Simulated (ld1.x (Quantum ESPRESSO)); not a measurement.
# Pseudopotential generation for cadmium (Cd): TM, PBE, scalar-relativistic.

| Item | Value |
| --- | --- |
| Element | cadmium (Cd) |
| Generator | ld1.x (Quantum ESPRESSO) 7.5 |
| Type | norm-conserving Troullier–Martins (Kleinman–Bylander form) |
| Functional | PBE |
| Relativity | scalar-relativistic |
| Frozen core | [Ar] 3d10 |
| Valence charge | 20 |
| Reference configuration | 4s2 4p6 4d9 5s0 5p0 (charge +3) |
| Partial waves | 4s (bound): rc 1.55 bohr; 4p (bound): rc 1.40 bohr; 4f channel at 0.25 Ry: rc 1.20 bohr; 4d (bound): rc 1.00 bohr |
| Local potential | the d channel |
| Core correction | none |

Task: Does the generator finish with these settings?

Result: Yes, a potential is produced.

Task: Estimate the cutoffs (Ry, on a coarse ladder) from which the occupation-weighted sum of valence levels, in a spherical-Bessel basis at the reference potential, stays within 10 and 1 mRy of its value at 400 Ry.

Result: 110 Ry and 160 Ry.

Task: Does the potential have ghost states?

Result: No extra level below or beside the all-electron valence levels (s, p, f, d tested).

Task: Which valence shell sets the plane-wave cutoff?

Result: 4d: its level needs 110 Ry to come within 1 mRy, against 80 Ry for 4s.

Task: Tests: 4s2 4p6 4d10 5s2 5p0; 4s2 4p6 4d10 5s1 5p0; 4s2 4p6 4d10 5s0 5p0; 4s2 4p6 4d10 5s0 5p2; 4s2 4p6 4d10 5s1.5 5p0; 4s2 4p6 4d8 5s0 5p0; 4s2 4p6 4d9 5s2 5p1. Which has the largest error in its energy relative to the reference configuration, and how large is it?

Result: 4s2 4p6 4d9 5s2 5p1, with +3915 meV (all-electron minus pseudo) on -51.76 eV.
